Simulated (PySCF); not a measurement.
B(Cl)2(SeH) (BCl2HSe), SMILES ClB(Cl)[SeH]. Geometry: B3LYP-D3(BJ)/def2-SVP. The values are those of a single conformer.

Give the equilibrium geometry at B3LYP-D3(BJ)/def2-SVP (PySCF confirms it by a frequency run) as Cartesian coordinates in Å, and its point group. (Estimate from the structure and the level; the computed values follow.)

Several could match; the one computed here: point group Cs.
```xyz
5

B     -0.0048     0.5141     0.0000
Cl     1.5472     1.3426     0.0000
Cl    -1.4931     1.4498     0.0000
Se     0.0163    -1.4254     0.0000
H     -1.4511    -1.5768     0.0000
```
